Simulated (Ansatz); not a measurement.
Species: CH5OSi, charge 0, doublet. CH5OSi (SMILES [SiH2]CO, doublet).
B3LYP-D3(BJ)/def2-TZVP minimum from Ansatz (a program for electronic structure):
```
C
H 1 1.0973
H 1 1.0998 2 107.14
O 1 1.4284 2 111.80 3 -122.30
H 4 0.9630 1 108.92 2 62.10
Si 1 1.8989 2 109.40 3 117.00
H 6 1.4860 1 111.17 2 -176.38
H 6 1.4883 7 110.16 1 -120.37
```
Charge 0, spin multiplicity 2.

Atomisation energy term by term, kcal/mol (programs: Ansatz). Open shells are spin-unrestricted; no spin-orbit coupling. Correlated methods leave the cores frozen. Rows without X2C or -DK are non-relativistic. CBS(X,Y): correlation extrapolated as X^-3, Hartree-Fock from the larger set. A bracket is a step between two methods taken in the basis named. '+ core + X2C': CCSD(T) terms for core correlation (cc-pwCVTZ, 1s frozen past Ne) and scalar relativity (cc-pVTZ-DK). Where a partner has so few electrons that a lower coupled-cluster level is exact, that level stands in.

```tsv
term	basis	kcal/mol
Hartree-Fock	cc-pV(Q+d)Z	450.09
CCSD correlation	CBS(cc-pV(T+d)Z,cc-pV(Q+d)Z)	162.72
(T)	CBS(cc-pV(T+d)Z,cc-pV(Q+d)Z)	8.97
CCSDT(Q) - CCSD(T)	cc-pV(D+d)Z	0.56
core correlation	cc-pwCVTZ	1.17
scalar relativity	X2C, cc-pVTZ-DK	-1.02
sum: De		622.5
```
